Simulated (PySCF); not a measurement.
Cartesian coordinates in Å; atom numbers follow the order of the lines, from 1:
```xyz
13

F     1.470   -1.422   -1.822
Si    1.215   -0.343   -0.635
C    -0.331    0.672   -0.934
C    -1.038    0.533    0.425
C    -0.692   -0.846    0.992
O     0.682   -1.100    0.748
H     2.520    0.324   -0.418
H    -0.166    1.718   -1.229
H    -0.910    0.191   -1.742
H    -2.129    0.674    0.355
H    -0.657    1.304    1.116
H    -1.308   -1.631    0.512
H    -0.874   -0.900    2.076
```

Geometry: PBE0-D3(BJ)/def2-SVP; GIAO shifts from PySCF 2.14.0 with density-fitted response routines, gas phase, non-relativistic, averaged over equivalent atoms.

At PBE0/pcSseg-1 (144 basis functions):
```csv
atoms,δ (ppm)
F1,-149.4
Si2,15.0
C5,68.8
C4,29.6
C3,10.7
O6,87.0
H7,5.09
H13,4.01
H12,3.81
H10,1.90
H11,1.61
H8,0.81
H9,0.71
```

Chemical shifts δ = σref − σ; ¹⁹F (σref 177.25) vs CFCl3; ²⁹Si (σref 351.99), ¹³C (σref 184.41), ¹H (σref 31.27) against TMS; ¹⁷O (σref 334.56) against H2O, all at this level.

What do these become at wB97X-D/pcSseg-2?

Results:


| atoms | δ at wB97X-D/pcSseg-2 | change |
| --- | --- | --- |
| F1 | -142.8 | +6.6 |
| Si2 | 8.2 | -6.8 |
| C5 | 70.3 | +1.5 |
| C4 | 30.6 | +1.0 |
| C3 | 10.8 | +0.1 |
| O6 | 79.8 | -7.2 |
| H7 | 5.19 | +0.10 |
| H13 | 3.96 | -0.05 |
| H12 | 3.70 | -0.11 |
| H10 | 1.95 | +0.05 |
| H11 | 1.67 | +0.06 |
| H8 | 0.95 | +0.14 |
| H9 | 0.69 | -0.02 |

Shifts are taken against calculated references (same method and geometry level): CFCl3 for ¹⁹F (σ = 186.42 ppm); ²⁹Si (σ = 340.70 ppm) and ¹³C (σ = 184.42 ppm) and ¹H (σ = 31.36 ppm) vs TMS; ¹⁷O (σ = 326.83 ppm) against H2O.

The largest change is at O6 (oxygen bonded to C, Si, in a 5-membered ring). Cost: 321 basis functions. The order of the carbon signals is the same at both levels.

Unscaled 19F shifts against computed CFCl3 carry errors that often reach 10 to 50 ppm. Experimental scales use liquid or dissolved standards, which lie at an offset from isolated H2O (liquid H2O: subtract about 36 ppm).
